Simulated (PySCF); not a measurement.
**As: ionisation energy**

As [Ar] 3d10 4s2 4p3 (4S) → As⁺ [Ar] 3d10 4s2 4p2 (3P), as a difference of total energies. All numbers are calculated (PySCF 2.14, the spin-free X2C one-electron Hamiltonian (Gaussian nucleus), in aug-cc-pVDZ-DK). Correlated levels: valence: [Ar] 3d10 frozen. The calculations carry no spin-orbit coupling.

```tsv
method	ionisation energy (eV)	error (eV)
UHF	9.435	-0.573
B3LYP	9.853	-0.155
PBE	9.900	-0.108
MP2 (valence)	9.810	-0.198
SCS-MP2 (valence)	9.678	-0.330
CCSD (valence)	9.768	-0.240
CCSD(T) (valence)	9.779	-0.229
```

Reference: 10.008 eV (measured; NIST levels, between the centres of gravity of the two terms).

Errors of the correlated levels include the incompleteness of this basis and the frozen core.
